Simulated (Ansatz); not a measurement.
Reactions of GaGeH₅O, SMILES `[OH][GaH][GeH3]`.

Gas-phase electronic energies from Ansatz, PBE0-D4/def2-TZVP geometries. CCSD(T)/CBS adds triple-zeta CCSD(T) − MP2 to the extrapolated MP2 energy (def2 sets, frozen cores). This one scheme is used for every species. For Ga, Ge, Se outer-core shells are correlated without core-valence functions, which leaves a few kJ/mol of doubt a bond. Scalar relativity is left out up to krypton. Each species was taken in one conformer, which may not be the lowest.

```
                                                           reaction  CCSD(T)/CBS(def2) (eV)
            `[OH][GaH][GeH3]` + silanol → `O[SiH2][GaH][OH]` + GeH₄                    0.25
                   `[OH][GaH][GeH3]` + H₂O → `[OH][GaH][OH]` + GeH₄                       ?
                 `[OH][GaH][GeH3]` + H₂Se → `[OH][GaH][SeH]` + GeH₄                   -0.73
`[OH][GaH][GeH3]` + `B1O[SiH2]1` → `[GeH3][SiH]1BO1` + `[OH][GaH2]`                    0.22
```

Q: Fill in the missing values. (Estimate.)

A: The calculation gave: `[OH][GaH][GeH3]` + H₂O → `[OH][GaH][OH]` + GeH₄: -0.25 eV.

Largest T1 diagnostic: 0.017, for `B1O[SiH2]1`.
